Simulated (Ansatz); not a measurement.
`C=C/C=C/C=C/C=C/C=C/C=C/C=C/C=C/C=C/C=C/C=C/C=C/C=C/C=C`. The state is a singlet with charge 0. Geometry PBE-D4/def2-SVP.

Cartesian coordinates in Å:
```
C 12.178 3.993 -10.796
C 11.597 3.999 -9.567
C 10.339 3.370 -9.250
C 9.758 3.380 -8.003
C 8.513 2.758 -7.683
C 7.930 2.768 -6.430
C 6.689 2.148 -6.112
C 6.104 2.155 -4.857
C 4.864 1.535 -4.543
C 4.276 1.541 -3.288
C 3.038 0.921 -2.976
C 2.447 0.926 -1.721
C 1.209 0.306 -1.411
C 0.618 0.310 -0.156
C -0.620 -0.309 0.154
C -1.211 -0.305 1.409
C -2.449 -0.924 1.720
C -3.039 -0.920 2.976
C -4.277 -1.539 3.288
C -4.865 -1.534 4.543
C -6.104 -2.153 4.858
C -6.689 -2.147 6.113
C -7.931 -2.766 6.430
C -8.512 -2.759 7.684
C -9.758 -3.380 8.004
C -10.337 -3.373 9.251
C -11.595 -4.003 9.568
C -12.174 -4.002 10.797
H 11.697 3.489 -11.651
H 13.140 4.493 -10.982
H 12.109 4.518 -8.737
H 9.815 2.848 -10.071
H 10.286 3.904 -7.184
H 7.984 2.235 -8.500
H 8.459 3.292 -5.612
H 6.161 1.624 -6.930
H 6.632 2.678 -4.039
H 4.337 1.013 -5.362
H 4.803 2.063 -2.468
H 2.511 0.399 -3.796
H 2.974 1.447 -0.901
H 0.683 -0.216 -2.231
H 1.145 0.832 0.665
H -1.147 -0.831 -0.666
H -0.684 0.216 2.230
H -2.976 -1.446 0.900
H -2.511 -0.398 3.795
H -4.805 -2.060 2.468
H -4.336 -1.012 5.362
H -6.634 -2.674 4.039
H -6.159 -1.625 6.931
H -8.461 -3.288 5.612
H -7.982 -2.237 8.502
H -10.286 -3.901 7.184
H -9.812 -2.854 10.074
H -12.109 -4.518 8.735
H -11.696 -3.496 11.652
H -13.140 -4.496 10.981
```

B3LYP takes the VWN-RPA correlation. Single mean-field runs in def2-SVP, def2-TZVP are fitted with def2-universal-jkfit. The restricted singlet is unstable towards broken spin symmetry in Hartree–Fock (as tested in another run); at HF/STO-3G this wasn't settled. The restricted singlet is unstable towards broken spin symmetry at other levels; at LDA (SPW92)/def2-TZVP, PBE-D4/def2-SVP, B3LYP-D4/6-31G, PBE0-D4/def2-TZVP this wasn't settled.

Task: Estimate the orbital energies around the gap (eV) in Ansatz with HF/STO-3G, LDA (SPW92)/def2-TZVP, PBE-D4/def2-SVP, B3LYP-D4/6-31G, PBE0-D4/def2-TZVP.

Result: 
```tsv
orbital	HF/STO-3G	LDA (SPW92)/def2-TZVP	PBE-D4/def2-SVP	B3LYP-D4/6-31G	PBE0-D4/def2-TZVP
HOMO−9	-10.92	-8.47	-8.23	-9.06	-9.60
HOMO−8	-10.43	-8.25	-7.95	-8.74	-9.28
HOMO−7	-9.84	-7.93	-7.63	-8.37	-8.91
HOMO−6	-9.17	-7.56	-7.26	-7.94	-8.47
HOMO−5	-8.40	-7.15	-6.85	-7.46	-7.99
HOMO−4	-7.54	-6.69	-6.39	-6.92	-7.44
HOMO−3	-6.60	-6.20	-5.90	-6.34	-6.85
HOMO−2	-5.61	-5.67	-5.37	-5.70	-6.20
HOMO−1	-4.59	-5.11	-4.81	-5.02	-5.50
HOMO	-3.67	-4.54	-4.24	-4.33	-4.79
LUMO	2.82	-3.70	-3.39	-2.73	-3.00
LUMO+1	3.81	-3.09	-2.78	-1.99	-2.25
LUMO+2	4.93	-2.46	-2.14	-1.24	-1.48
LUMO+3	6.08	-1.84	-1.52	-0.51	-0.72
LUMO+4	7.20	-1.24	-0.91	0.19	-0.02
LUMO+5	8.26	-0.71	-0.35	0.83	0.61
```
